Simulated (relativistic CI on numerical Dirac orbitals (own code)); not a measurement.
Line list: Forbidden lines, Rb20+

These numbers are calculated, not measured: Dirac-Coulomb-Breit CI, orbitals from a KLI potential per configuration, QED by a radiative potential, unscaled Slater integrals (own radial code, finite nucleus).

Configuration list (outside the closed core [Ne]): 3s2 3p5, 3s 3p6, 3s2 3p4 3d, 3s 3p5 3d, 3p6 3d, 3s 3p4 3d2, 3s2 3p3 3d 4p, 3s2 3p4 4s, 3p6 4s, 3p6 4p, 3s 3p4 3d 4s, 3s2 3p4 4p, 3s2 3p3 3d2, 3s2 3p2 3d3, 3s 3p3 3d3, 3s2 3p2 3d2 4s, 3s2 3p2 3d2 4p. Double excitations out of closed p, d and f shells are left out; levels of such configurations are missing from the list, as are those of other unlisted configurations, and high levels can miss mixing partners.

```csv
λ vac (Å),Lower,Upper,Type,A (s⁻¹),E lower (eV),E upper (eV)
104.39,3s2 3p4 3d 4F_9/2 [8],3s2 3p3 3d2 2I°_13/2 [104],M2,3.66e+01,96.823,215.593
119.56,3s2 3p4 3d 2G_9/2 [21],3s2 3p3 3d2 2I°_13/2 [104],M2,1.22e+02,111.894,215.593
126.53,3s2 3p5 2P°_3/2 [1],3s2 3p4 3d 2F_7/2 [9],M2,1.53e+02,0.000,97.989
131.33,3s2 3p4 3d 2G_9/2 [21],3s2 3p3 3d2 4H°_13/2 [85],M2,1.68e+02,111.894,206.298
135.14,3s2 3p5 2P°_3/2 [1],3s2 3p4 3d 4D_7/2 [6],M2,4.24e+02,0.000,91.748
430.58,3s2 3p4 3d 4D_5/2 [4],3s2 3p4 3d 2F_7/2 [24],M1,9.09e+02,90.545,119.340
449.35,3s2 3p4 3d 4D_7/2 [6],3s2 3p4 3d 2F_7/2 [24],M1,4.75e+03,91.748,119.340
550.64,3s2 3p4 3d 4F_9/2 [8],3s2 3p4 3d 2F_7/2 [24],M1,9.64e+03,96.823,119.340
580.70,3s2 3p4 3d 2F_7/2 [9],3s2 3p4 3d 2F_7/2 [24],M1,9.24e+02,97.989,119.340
615.43,3s2 3p4 3d 4D_7/2 [6],3s2 3p4 3d 2G_9/2 [21],M1,1.61e+03,91.748,111.894
625.25,3s2 3p4 3d 4D_5/2 [4],3s2 3p4 3d 2G_7/2 [20],M1,1.62e+03,90.545,110.374
641.68,3s2 3p3 3d2 6F°_11/2 [52],3s2 3p3 3d2 4H°_13/2 [85],M1,9.74e+02,186.976,206.298
665.63,3s2 3p4 3d 4D_7/2 [6],3s2 3p4 3d 2G_7/2 [20],M1,3.46e+03,91.748,110.374
746.53,3s2 3p4 3d 4D_5/2 [4],3s2 3p4 3d 4F_7/2 [17],M1,3.51e+02,90.545,107.153
788.10,3s2 3p3 3d2 4G°_11/2 [75],3s2 3p3 3d2 2I°_13/2 [104],M1,5.66e+02,199.862,215.593
804.82,3s2 3p4 3d 4D_7/2 [6],3s2 3p4 3d 4F_7/2 [17],M1,3.15e+03,91.748,107.153
822.68,3s2 3p4 3d 4F_9/2 [8],3s2 3p4 3d 2G_9/2 [21],M1,8.80e+03,96.823,111.894
908.10,3s2 3p4 3d 4P_5/2 [16],3s2 3p4 3d 2F_7/2 [24],M1,1.19e+03,105.686,119.340
914.92,3s2 3p4 3d 4F_9/2 [8],3s2 3p4 3d 2G_7/2 [20],M1,3.62e+02,96.823,110.374
998.89,3s2 3p5 2P°_3/2 [1],3s2 3p5 2P°_1/2 [2],M1,1.80e+04,0.000,12.412
1001.0,3s2 3p4 3d 2F_7/2 [9],3s2 3p4 3d 2G_7/2 [20],M1,4.29e+03,97.989,110.374
1200.2,3s2 3p4 3d 4F_9/2 [8],3s2 3p4 3d 4F_7/2 [17],M1,5.86e+03,96.823,107.153
1347.6,3s2 3p3 3d2 2H°_11/2 [86],3s2 3p3 3d2 2I°_13/2 [104],M1,5.59e+02,206.393,215.593
1347.8,3s2 3p4 3d 2D_5/2 [19],3s2 3p4 3d 2F_7/2 [24],M1,8.01e+02,110.141,119.340
1352.9,3s2 3p4 3d 2F_7/2 [9],3s2 3p4 3d 4F_7/2 [17],M1,1.76e+03,97.989,107.153
1986.7,3s2 3p4 3d 4D_7/2 [6],3s2 3p4 3d 2F_7/2 [9],M1,8.79e+01,91.748,97.989
2442.9,3s2 3p4 3d 4D_7/2 [6],3s2 3p4 3d 4F_9/2 [8],M1,2.28e+02,91.748,96.823
2615.2,3s2 3p4 3d 4F_7/2 [17],3s2 3p4 3d 2G_9/2 [21],M1,3.82e+02,107.153,111.894
3405.9,3s2 3p4 3d 4F_5/2 [13],3s2 3p4 3d 4F_7/2 [17],M1,5.33e+02,103.513,107.153
3680.8,3s2 3p3 3d2 4H°_11/2 [78],3s2 3p3 3d2 4H°_13/2 [85],M1,4.29e+02,202.930,206.298
```

Terms are leading LS components. Brackets give the number of a level in order of energy, since labels repeat. The list gives strong lines, with weight on those to low levels, among the lowest 200 of 2504 levels, so that lines to higher ones, which can be the strongest, are missing. Levels whose partners in the same complex of configurations lie outside the list can be far off, and so can their lines. Rates are taken at the computed energies, electric ones in the length gauge.

At this charge energies of transitions that change n are usually good to better than 1 %, and those within a shell (Δn = 0) to a few per cent.

LS names give the leading component of a level, which can be under half, so a name can repeat, a term be missing and a line seem to break the LS rules.
